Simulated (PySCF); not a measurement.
In(H)2(PH2) (H₄InP), SMILES [PH2][InH2].

The structure is a stationary point at B3LYP-D3(BJ)/def2-TZVP. The def2 effective core potentials stand for the cores of In; spin–orbit coupling is left out.

Level of theory: PySCF 2.14.0 with IEF-PCM-M06-2X/def2-SVP.

The values are the electrostatic part of the solvation free energy, E(continuum) − E(gas) at the gas-phase geometry, in a cavity of scaled van der Waals radii (PySCF's table); cavitation and dispersion terms are not included. A continuum can't describe solvent molecules that bind to the metal. In vacuum the orbital gap is 6.57 eV. The dipole moment in vacuum is 0.97 D.

Problem. Estimate the values in water (ε = 78.36), acetonitrile (ε = 35.69), chlorobenzene (ε = 5.70). (An estimate is asked for; the answer gives what the named calculation found.)

Solution. 
| solvent | ε | ΔG(elec) (kcal/mol) | dipole (D) | gap (eV) |
|---|---|---|---|---|
| water | 78.36 | -4.7 | 1.45 | 7.00 |
| acetonitrile | 35.69 | -4.5 | 1.44 | 6.98 |
| chlorobenzene | 5.70 | -3.5 | 1.32 | 6.88 |
